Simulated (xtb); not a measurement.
C3H9BFN, SMILES CCCB(N)F. All values are semi-empirical tight-binding results from xtb (GFN2-xTB unless named), good for trends rather than for accurate numbers. The structure is a stationary point at GFN2-xTB. Other conformers were not sampled.

Computed properties:
```yaml
point_group_as_xtb_finds_it: Cs
orbital_gap: 6.58 eV
dipole_moment: 2.56 D
zero_point_energy: 78.9 kcal/mol
G − E(el) at 298.15 K (modified RRHO): 58.9 kcal/mol
static polarisability (D4 model): 61.0 bohr³
solvation energy, GFN2-xTB/ALPB(water): -4.8 kcal/mol
solvation energy, GFN2-xTB/ALPB(benzene): -5.8 kcal/mol
```

Problem. Give the IR lines (harmonic; lines under 4 % of the strongest left out, lines within 3 cm⁻¹ merged). (The exact figures need the calculation; the answer reports its results.)

Solution. ν (cm⁻¹): 365 (w), 537 (w), 579 (vs), 751 (m), 834 (w), 953 (w), 1016 (w), 1192 (vs), 1281 (m), 1357 (m), 1376 (vs), 1477 (w), 1526 (vs), 2965 (m), 2978 (m), 3029 (s), 3036 (w) (against the strongest line: vs over 80 %, s over 45 %, m over 15 %, w over 4 %, vw less)
